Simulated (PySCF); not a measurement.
hexafluorobutadiene (C₄F₆), SMILES FC(F)=C(C(F)=C(F)F)F.

Geometry optimised at ωB97X-D3(BJ)/def2-SVP. A frequency run showed that this geometry is not a minimum. One conformer was computed; it need not be the lowest.

Two levels are set side by side: TDA-PBE/def2-SVPD (PySCF) and TDA-B3LYP/def2-SVPD (PySCF). Vertical, same geometry. The lowest singlet is HOMO→LUMO+1 100 % with PBE and HOMO→LUMO+1 98 % with the other functional; states are paired by order. Differences are taken from unrounded values.

| quantity | TDA-B3LYP | TDA-PBE | TDA-PBE minus TDA-B3LYP |
|---|---|---|---|
| lowest singlet excitation (eV) | 5.54 | 5.00 | -0.55 |
| lowest triplet excitation (TDA) (eV) | 3.25 | 3.22 | -0.03 |
| first bright state (f over 0.05) (eV) | 6.43 | 6.16 | -0.27 |
| its oscillator strength | 1.04 | 0.94 | -0.10 |

A lower first singlet is the usual sign of a functional without exact exchange. Differences between two approximate levels are no errors against the true value.

Rough cost on one machine, each run with all the roots and properties that it gave: TDA-B3LYP against TDA-PBE about 3 times.
